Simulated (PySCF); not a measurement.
Vertical excitations of a molecule C3H10OSi2 from TDA-CAM-B3LYP/def2-SVPD in PySCF 2.14.0, as energy in eV (oscillator strength): 3.61 (0.001), 6.16 (0.005), 6.32 (0.009), 6.68 (0.050), 6.97 (0.000), 7.01 (0.046). Lowest triplet (TDA): 2.92 eV. Coordinates come from a ωB97X-D3(BJ)/def2-SVP optimisation. One conformer was computed; it need not be the lowest.

Question: Which structure fits?
(A) COC1[SiH2]C[SiH2]1
(B) C=C(OC)[SiH2][SiH3]
(C) C[Si]1(C)OC[SiH2]1
(D) C[SiH2][SiH2]C(C)=O

Answer: D, C[SiH2][SiH2]C(C)=O
